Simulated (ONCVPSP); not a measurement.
**Potentials for N (Z = 7) compared**

Generated with ld1.x 7.5 (TM, RRKJ, ultrasoft, PAW), atompaw 4.2 or ONCVPSP 4.0.1. The cutoff is in Ry: for ld1.x and atompaw files where the sum of valence levels is converged to 10 mRy in a Bessel basis, for ONCV files where the hardest occupied wave has 1 mHa per electron of residual kinetic energy. The error is the largest all-electron minus pseudo excitation energy over each file’s own four to seven test configurations (ionisations up to +4, promotions, holes and added fractions of an electron), all of which were solved. The labels leave out finer settings (local radius, basis sizes, second energies), which also bear on the numbers. Spin-polarised tests are not counted. The rows are a selection from randomly drawn settings: files with unsolved tests, undetermined cutoffs or missed reference levels are left out.

A true bound ghost makes a file unfit for plane-wave use even where its test errors are small: the radial tests pick states by their node count and pass the ghost by.

```tsv
potential	cutoff (Ry)	largest error (meV)	bound ghosts
ONCV, PBE, non-relativistic, rc 0.95/1.70/1.35 (spd), local smoothed, core correction yes, reference 2s2 2p3, qcut 8.7/9.2/7.7, projectors 2/1/1	57	+767	none
ONCV, LDA (Perdew-Zunger), scalar-relativistic, rc 0.85/1.45 (sp), local smoothed, core correction yes, reference 2s2 2p3, qcut 9.3/8.4, projectors 1/2	62	+294	none
ONCV, PBEsol, scalar-relativistic, rc 0.95/1.75 (sp), local smoothed, core correction no, reference 2s2 2p3, qcut 7.5/6.3, projectors 2/2	52	+1385	none
ONCV, PBE, scalar-relativistic, rc 1.05/2.05/2.05 (spd), local smoothed, core correction yes, reference 2s1 2p4, qcut 4.9/7.6/4.7, projectors 2/1/2	177	+680	none
ONCV, LDA (Perdew-Zunger), scalar-relativistic, rc 1.10/2.35/2.15 (spd), local smoothed, core correction no, reference 2s1.5 2p3.5, qcut 6.7/4.7/4.5, projectors 2/1/2	40	+5578	none
ONCV, PBE, scalar-relativistic, rc 0.80/2.30/2.25 (spd), local smoothed, core correction yes, reference 2s2 2p2.5, qcut 10.1/6.8/5, projectors 2/2/2	65	+2857	d
ONCV, PBE, scalar-relativistic, rc 0.75/1.35 (sp), local smoothed, core correction yes, reference 2s2 2p3, qcut 7.2/9.9, projectors 2/1	64	+275	none
ONCV, PBE, non-relativistic, rc 1.00/2.25 (sp), local smoothed, core correction yes, reference 2s2 2p1, qcut 6.2/5.9, projectors 2/3	97	+789	none
```

(1) Fill in the row for N: ONCV, PBE, scalar-relativistic, rc 0.70/2.50 (sp), local smoothed, core correction yes, reference 2s1 2p4, qcut 11.5/5.2, projectors 1/2.

## Answers

(1) cutoff 137 Ry, largest error +2019 meV, bound ghosts: p.
